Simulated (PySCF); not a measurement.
# Computed records: BGeH$_{5}$NO

Calculation on a computer-drawn molecule: the log of a Hartree-Fock and frozen-core CCSD(T) single point meant for a local Hartree-Fock minimum, with one planted fault or none, to be diagnosed. Offsets are logged minus clean, where the clean run is the same molecule without the fault. The reference is restricted for singlets and unrestricted otherwise, and also for a bond in bohr or an excited solution. Adding or removing an electron swaps singlet and doublet. The excited solution moves the top pair (singlet) or top alpha electron (doublet) to the lowest empty orbital. Highest occupied and lowest empty are orbital energies over both spins, largest force is the largest gradient component, triples share is (T) over the correlation energy, the T1 limit is 0.02 restricted and 0.045 unrestricted, electrons count all cores, a negative frequency is imaginary (commonest isotopes), and the dipole is about the centre of nuclear charge; on germanium a core potential holds 10 electrons, which the energies leave out, and 3d is frozen in MP2 and coupled-cluster steps. Program: PySCF 2.14.0.

```xyz
9
formula=BGeH5NO meant_charge=1 meant_multiplicity=1 meant_basis=cc-pVDZ meant_basis_and_core_potential_on_germanium=cc-pVDZ-PP_ECP10MDF logged_electrons=56 logged_basis_functions=90 logged_SCF_converged=yes logged_spin_squared=2.0406 logged_highest_occupied=-10.197 logged_lowest_empty=-5.7933 logged_largest_force=0.095319 logged_T1_diagnostic=0.039308 logged_D1_diagnostic=0.22176 logged_triples_share=0.028921 logged_CC_converged=yes logged_dipole_magnitude=6.0748 logged_SCF_stable_within_its_kind=yes logged_energy_HF=-449.93372 logged_energy_CCSD(T)=-450.48013 possible_faults=no_fault,one_electron_removed,one_electron_added,multiplicity_raised_by_two,geometry_at_a_saddle_point,SCF_held_on_an_excited_solution,minimal_basis_STO-3G,one_bond_length_entered_in_bohr,all_coordinates_scaled planted_fault=multiplicity_raised_by_two HF_energy_offset_from_clean_run=90.8 CCSD(T)_energy_offset_from_clean_run=101.3
N      1.5140     0.2705     0.9422
Ge     0.8359     1.1426     2.3672
B     -0.6976     2.3516     1.3997
O     -1.5709     3.0414     0.8511
H      1.3671    -0.7233     0.9047
H      2.4608     0.4879     0.6836
H      0.0273     0.2923     3.3244
H      1.7418     2.1908     2.9787
H     -1.9396     3.2158    -0.0105
```

Units: logged_highest_occupied, logged_lowest_empty in eV; logged_largest_force in hartree/bohr; logged_dipole_magnitude in debye; logged_energy_HF, logged_energy_CCSD(T) in hartree; HF_energy_offset_from_clean_run, CCSD(T)_energy_offset_from_clean_run in kcal/mol.

Drawn bonds:
```tsv
atom	other atom	order
1	2	1
2	3	1
3	4	1
1	5	1
1	6	1
2	7	1
2	8	1
4	9	1
```
